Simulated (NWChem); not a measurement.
System: ZnSiH₃OF; SMILES [F][Zn][O][SiH3]

NWChem input:

```
start job
memory heap 200 mb stack 900 mb global 1100 mb
geometry units angstroms noautoz
  Zn     0.166357    -0.879353     0.000664
  F     -0.248000    -2.560225    -0.003893
  O      0.671072     0.799105     0.005372
  Si     0.068256     2.329493     0.000010
  H     -0.766711     2.592387    -1.218339
  H      1.195305     3.309384     0.016660
  H     -0.798771     2.588311     1.196686
end
basis spherical
  Zn library def2-svp
  F library def2-svp
  O library def2-svp
  Si library def2-svp
  H library def2-svp
end
dft
  xc xpbe96 cpbe96
  iterations 150
end
tddft
  cis
  nroots 6
  notriplet
end
task tddft energy
```

NWChem printed, in part:

```
             Northwest Computational Chemistry Package (NWChem) 7.3.0
             --------------------------------------------------------

 C1  symmetry detected

                             Geometry "geometry" -> ""
                             -------------------------

 Output coordinates in angstroms (scale by  1.889725989 to convert to a.u.)

  No.       Tag          Charge          X              Y              Z
 ---- ---------------- ---------- -------------- -------------- --------------
    1 Zn                  30.0000     0.07448630    -0.84651371     0.00012601
    2 F                    9.0000    -0.25164090    -2.54671491    -0.00021682
    3 O                    8.0000     0.49097166     0.85599046    -0.00025020
    4 Si                  14.0000    -0.19088662     2.35284467    -0.00000843
    5 H                    1.0000    -1.05010390     2.57105047    -1.21029324
    6 H                    1.0000     0.88361513     3.39020524     0.00565502
    7 H                    1.0000    -1.05869267     2.56684084     1.20492905

 Effective nuclear repulsion energy (a.u.)     319.8243162004

  pbe96 is a nonlocal functional; adding pw91lda local functional.

                                 NWChem DFT Module
                                 -----------------

 Summary of "ao basis" -> "ao basis" (spherical)
 ------------------------------------------------------------------------------
       Tag                 Description            Shells   Functions and Types
 ---------------- ------------------------------  ------  ---------------------
 Zn                         def2-svp                11       31   5s3p2d1f
 F                          def2-svp                 6       14   3s2p1d
 O                          def2-svp                 6       14   3s2p1d
 Si                         def2-svp                 8       18   4s3p1d
 H                          def2-svp                 3        5   2s1p

            General Information
            -------------------
          SCF calculation type: DFT
          Wavefunction type:  closed shell.
          No. of atoms     :     7
          No. of electrons :    64
           Alpha electrons :    32
            Beta electrons :    32
          Charge           :     0
          Spin multiplicity:     1
          Use of symmetry is: off; symmetry adaption is: off
          Maximum number of iterations: 150
          AO basis - number of functions:    92
                     number of shells:    40
          Convergence on energy requested:  1.00D-06
          Convergence on density requested:  1.00D-05
          Convergence on gradient requested:  5.00D-04

              XC Information
              --------------
          PerdewBurkeErnzerhof Exchange Functional  1.000
            Perdew 1991 LDA Correlation Functional  1.000 local
           PerdewBurkeErnz. Correlation Functional  1.000 non-local

             Grid Information
             ----------------
          Grid used for XC integration:  medium
          Radial quadrature: Mura-Knowles
          Angular quadrature: Lebedev.
          Tag              B.-S. Rad. Rad. Pts. Rad. Cut. Ang. Pts.
          ---              ---------- --------- --------- ---------
          Zn                  1.35      112          11.0       590
          F                   0.50       49          14.0       434
          O                   0.60       49           8.0       434
          Si                  1.10       88          12.0       590
          H                   0.35       45          13.0       434
          Grid pruning is: on
          Number of quadrature shells:   433
          Spatial weights used:  Erf1

      Superposition of Atomic Density Guess
      -------------------------------------

 Sum of atomic energies:       -2241.78152652

      Non-variational initial energy
      ------------------------------

 Total energy =   -2242.341571
 1-e energy   =   -3766.184375
 2-e energy   =    1204.018488
 HOMO         =      -0.386237
 LUMO         =      -0.098068

   convergence    iter        energy       DeltaE   RMS-Dens  Diis-err
 ---------------- ----- ----------------- --------- --------- ---------
 d= 0,ls=0.0,diis     1  -2244.5872554388 -2.56D+03  3.28D-02  1.18D+00
 d= 0,ls=0.0,diis     2  -2243.8101961287  7.77D-01  2.17D-02  9.23D+00
 d= 0,ls=0.0,diis     3  -2244.7290395562 -9.19D-01  2.77D-03  6.75D-02
 d= 0,ls=0.0,diis     4  -2244.7263569511  2.68D-03  1.98D-03  9.59D-02
 d= 0,ls=0.0,diis     5  -2244.7336122425 -7.26D-03  5.16D-04  5.24D-03
  Resetting Diis
 d= 0,ls=0.0,diis     6  -2244.7340983231 -4.86D-04  9.64D-05  3.18D-04
 d= 0,ls=0.0,diis     7  -2244.7341226458 -2.43D-05  5.49D-05  5.50D-06
 d= 0,ls=0.0,diis     8  -2244.7341219949  6.51D-07  3.12D-05  1.26D-05
 d= 0,ls=0.0,diis     9  -2244.7341233375 -1.34D-06  8.86D-06  1.45D-06
 d= 0,ls=0.0,diis    10  -2244.7341234734 -1.36D-07  1.43D-06  3.35D-08

         Total DFT energy =    -2244.734123473435
      One electron energy =    -3764.955505196730
           Coulomb energy =     1312.059211951742
    Exchange-Corr. energy =     -111.662146428844
 Nuclear repulsion energy =      319.824316200396

 Numeric. integr. density =       64.000004882252

                       DFT Final Molecular Orbital Analysis
                       ------------------------------------

 Vector   30  Occ=2.000000D+00  E=-2.928113D-01
              MO Center= -1.8D-01, -1.8D+00,  8.8D-04, r^2= 3.7D+00
   Bfn.  Coefficient  Atom+Function         Bfn.  Coefficient  Atom+Function
  ----- ------------  ---------------      ----- ------------  ---------------
    35      0.591621  2 F  px                38     -0.421462  2 F  px
    15     -0.188057  1 Zn d -2              83      0.134673  6 H  s
    12     -0.132100  1 Zn px                36     -0.095893  2 F  py
    67      0.081258  4 Si px                84      0.077367  6 H  s
    39      0.068584  2 F  py                70      0.058994  4 Si px

 Vector   31  Occ=2.000000D+00  E=-2.571067D-01
              MO Center=  2.4D-01,  1.4D+00,  3.0D-03, r^2= 3.6D+00
   Bfn.  Coefficient  Atom+Function         Bfn.  Coefficient  Atom+Function
  ----- ------------  ---------------      ----- ------------  ---------------
    49      0.445592  3 O  px                52      0.338020  3 O  px
    83     -0.249434  6 H  s                 84     -0.227440  6 H  s
     4     -0.158952  1 Zn s                 67     -0.151465  4 Si px
    88      0.150610  7 H  s                 35      0.149584  2 F  px
    78      0.148418  5 H  s                 15     -0.136397  1 Zn d -2

 Vector   32  Occ=2.000000D+00  E=-2.497999D-01
              MO Center= -8.3D-02,  1.2D+00, -2.9D-03, r^2= 3.3D+00
   Bfn.  Coefficient  Atom+Function         Bfn.  Coefficient  Atom+Function
  ----- ------------  ---------------      ----- ------------  ---------------
    51      0.482036  3 O  pz                54      0.368306  3 O  pz
    78      0.222448  5 H  s                 88     -0.221236  7 H  s
    79      0.206567  5 H  s                 89     -0.205467  7 H  s
    16     -0.172815  1 Zn d -1              37      0.157086  2 F  pz
    69     -0.128076  4 Si pz                40     -0.117487  2 F  pz

 Vector   33  Occ=0.000000D+00  E=-8.502534D-02
              MO Center=  3.5D-02, -6.4D-01,  5.0D-04, r^2= 4.4D+00
   Bfn.  Coefficient  Atom+Function         Bfn.  Coefficient  Atom+Function
  ----- ------------  ---------------      ----- ------------  ---------------
     5      0.619772  1 Zn s                  4      0.504829  1 Zn s
    48     -0.396297  3 O  s                  3     -0.264893  1 Zn s
    36      0.238066  2 F  py                34     -0.219518  2 F  s
    19     -0.216664  1 Zn d  2              39     -0.184023  2 F  py
    71     -0.169740  4 Si py                50      0.165167  3 O  py

 Vector   34  Occ=0.000000D+00  E= 1.715697D-02
              MO Center=  4.2D-02,  7.5D-01,  1.7D-04, r^2= 5.8D+00
   Bfn.  Coefficient  Atom+Function         Bfn.  Coefficient  Atom+Function
  ----- ------------  ---------------      ----- ------------  ---------------
    71      0.958353  4 Si py                12      0.604572  1 Zn px
    84     -0.561200  6 H  s                 48      0.354289  3 O  s
    62      0.265078  4 Si s                  4      0.217127  1 Zn s
    52     -0.211123  3 O  px                 5      0.208349  1 Zn s
    49     -0.178827  3 O  px                13     -0.175245  1 Zn py

[...]

                                NWChem TDDFT Module
                                -------------------

            General Information
            -------------------
           No. of orbitals :     184
            Alpha orbitals :      92
             Beta orbitals :      92
        Alpha frozen cores :       0
         Beta frozen cores :       0
     Alpha frozen virtuals :       0
      Beta frozen virtuals :       0
         Spin multiplicity :       1
    Number of AO functions :      92
        Use of symmetry is : off
      Symmetry adaption is : off
         Schwarz screening :  0.10D-07

              XC Information
              --------------
   PerdewBurkeErnzerhof Exchange Functional   1.00
     Perdew 1991 LDA Correlation Functional   1.00 local
    PerdewBurkeErnz. Correlation Functional   1.00 non-local

             TDDFT Information
             -----------------
          Calculation type : Tamm-Dancoff TDDFT
         Wavefunction type : Restricted singlets
          No. of electrons :      64
           Alpha electrons :      32
            Beta electrons :      32
              No. of roots :       6
          Max subspacesize :    5200
            Max iterations :     100
               Target root :       1
           Target symmetry : none
      Symmetry restriction : off
                 Algorithm : Optimal
        Davidson threshold :  0.10D-03

    6 smallest eigenvalue differences (eV)
--------------------------------------------------------
  No. Spin  Occ  Vir  Irrep   E(Occ)    E(Vir)   E(Diff)
--------------------------------------------------------
    1    1   32   33 a        -0.250    -0.085     4.484
    2    1   31   33 a        -0.257    -0.085     4.683
    3    1   30   33 a        -0.293    -0.085     5.654
    4    1   29   33 a        -0.293    -0.085     5.672
    5    1   28   33 a        -0.326    -0.085     6.560
    6    1   27   33 a        -0.327    -0.085     6.594
--------------------------------------------------------

  Entering Davidson iterations
  Restricted singlet excited states

  Iter   NTrls   NConv    DeltaV     DeltaE      Time
  ----  ------  ------  ---------  ---------  ---------
    1      6       0     0.81E-01   0.10+100        3.8
    2     12       0     0.35E-01   0.54E-02        4.0
    3     18       0     0.83E-02   0.12E-02        3.8
    4     24       3     0.16E-02   0.61E-04        3.8
    5     27       4     0.27E-03   0.36E-05        3.2
    6     29       6     0.42E-04   0.77E-07        3.0
  ----  ------  ------  ---------  ---------  ---------
  Convergence criterion met

  Ground state a       -2244.734123473435 a.u.

  ----------------------------------------------------------------------------
  Root   1 singlet a              0.169419271 a.u.                4.6101 eV
  ----------------------------------------------------------------------------
     Transition Moments    X -0.00056   Y  0.00007   Z -0.15688
     Dipole Oscillator Strength                    0.0027796647
     Electric Quadrupole                           0.0000000017
     Magnetic Dipole                               0.0000000821
     Total Oscillator Strength                     0.0027797485

     Occ.   32  a   ---  Virt.   33  a        0.99850
  ----------------------------------------------------------------------------
  Root   2 singlet a              0.179022892 a.u.                4.8715 eV
  ----------------------------------------------------------------------------
     Transition Moments    X -0.17016   Y -0.31215   Z -0.00030
     Dipole Oscillator Strength                    0.0150844857
     Electric Quadrupole                           0.0000000091
     Magnetic Dipole                               0.0000001119
     Total Oscillator Strength                     0.0150846067

     Occ.   25  a   ---  Virt.   33  a       -0.05696
     Occ.   31  a   ---  Virt.   33  a        0.99262
  ----------------------------------------------------------------------------
  Root   3 singlet a              0.213478747 a.u.                5.8091 eV
  ----------------------------------------------------------------------------
     Transition Moments    X  0.24047   Y  0.08767   Z -0.00133
     Dipole Oscillator Strength                    0.0093239471
     Electric Quadrupole                           0.0000000572
     Magnetic Dipole                               0.0000007994
     Total Oscillator Strength                     0.0093248038

     Occ.   27  a   ---  Virt.   33  a        0.05441
     Occ.   30  a   ---  Virt.   33  a        0.99691
  ----------------------------------------------------------------------------
  Root   4 singlet a              0.213992736 a.u.                5.8230 eV
  ----------------------------------------------------------------------------
     Transition Moments    X  0.00174   Y  0.00058   Z  0.25182
     Dipole Oscillator Strength                    0.0090468905
     Electric Quadrupole                           0.0000000457
     Magnetic Dipole                               0.0000006721
     Total Oscillator Strength                     0.0090476082

     Occ.   28  a   ---  Virt.   33  a        0.06200
     Occ.   29  a   ---  Virt.   33  a        0.99682
  ----------------------------------------------------------------------------
  Root   5 singlet a              0.245283360 a.u.                6.6745 eV
  ----------------------------------------------------------------------------
     Transition Moments    X  0.00023   Y  0.00037   Z -0.35373
     Dipole Oscillator Strength                    0.0204605786
     Electric Quadrupole                           0.0000000161
     Magnetic Dipole                               0.0000001928
     Total Oscillator Strength                     0.0204607874

     Occ.   28  a   ---  Virt.   33  a        0.99511
     Occ.   29  a   ---  Virt.   33  a       -0.06030
  ----------------------------------------------------------------------------
  Root   6 singlet a              0.247537386 a.u.                6.7358 eV
  ----------------------------------------------------------------------------
     Transition Moments    X -0.37015   Y  0.14518   Z  0.00042
     Dipole Oscillator Strength                    0.0260888979
     Electric Quadrupole                           0.0000000374
     Magnetic Dipole                               0.0000002762
     Total Oscillator Strength                     0.0260892114

     Occ.   27  a   ---  Virt.   33  a        0.99138
     Occ.   30  a   ---  Virt.   33  a       -0.05059
     Occ.   31  a   ---  Virt.   34  a        0.06228

              Target root =      1
          Target symmetry = none
      Ground state energy =  -2244.734123473435
        Excitation energy =      0.169419271249
     Excited state energy =  -2244.564704202187

  stored tddft:energy   -2244.5647042021869
```

Level: PBE/def2-SVP, TDA. Coordinates come from a PBE0/def2-SVP optimisation.
